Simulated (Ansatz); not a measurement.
Program: Ansatz. Geometries: PBE0-D4/def2-TZVP. ΔE: electronic, gas phase. CCSD(T)/CBS adds triple-zeta CCSD(T) − MP2 to the extrapolated MP2 energy (def2 sets, frozen cores). One conformer a species, not always the lowest.

`COB(C)F` + `CC(N)F` → `CNC(C)F` + `CB(O)F`  (substitution at a C–O bond)

`COB(C)F`:

```xyz
11

C     0.215    1.605   -0.234
O    -0.856    0.876    0.316
B    -0.867   -0.467    0.435
C     0.280   -1.442   -0.006
F    -1.979   -0.963    0.984
H    -0.138    2.150   -1.112
H     0.568    2.328    0.504
H     1.049    0.963   -0.528
H     0.502   -1.344   -1.073
H     0.013   -2.480    0.189
H     1.212   -1.227    0.525
```

`CC(N)F`:

Z-matrix (Å, degrees):
```
C
C 1 1.506
H 1 1.093 2 110.0
H 1 1.090 2 110.1 3 -119.9
H 1 1.090 2 110.3 3 119.5
N 2 1.409 1 112.2 3 57.8
F 2 1.415 1 107.3 3 -65.5
H 2 1.094 1 111.6 3 -179.6
H 6 1.011 2 112.2 1 -179.3
H 6 1.012 2 111.8 1 -56.1
```

`CNC(C)F`:

```xyz
13

C    -0.546    1.329    1.246
N     0.349    0.454    0.517
C    -0.230   -0.303   -0.513
C     0.776   -1.162   -1.231
F    -1.248   -1.166   -0.028
H    -1.342    0.799    1.784
H    -1.015    2.025    0.547
H     0.028    1.919    1.962
H     0.897   -0.130    1.135
H    -0.751    0.374   -1.199
H     1.529   -0.537   -1.712
H     1.273   -1.830   -0.523
H     0.280   -1.772   -1.986
```

`CB(O)F`:

Z-matrix (Å, degrees):
```
C
B 1 1.558
H 1 1.094 2 110.3
H 1 1.090 2 112.6 3 121.6
H 1 1.094 2 110.2 3 -116.8
O 2 1.353 1 122.1 3 -121.7
F 2 1.343 1 119.9 3 58.3
H 6 0.962 2 112.8 1 -180.0
```

| species | HF/def2-QZVPP energy (Eh) |
| --- | --- |
| `COB(C)F` | -278.46702 |
| `CC(N)F` | -233.23363 |
| `CNC(C)F` | -272.27398 |
| `CB(O)F` | -239.43639 |

Work out ΔE.

ΔE = (-272.27398) + (-239.43639) − (-278.46702) − (-233.23363) = -0.00972 Eh = -25.5 kJ/mol. CCSD(T)/CBS gives -31.4 kJ/mol.

Largest T1 diagnostic among the species: 0.012.

In def2-TZVPP, CCSD(T) changes the Hartree–Fock value by −5.2 kJ/mol (the triples alone add −0.4 kJ/mol) and MP2 by −8.6 kJ/mol.
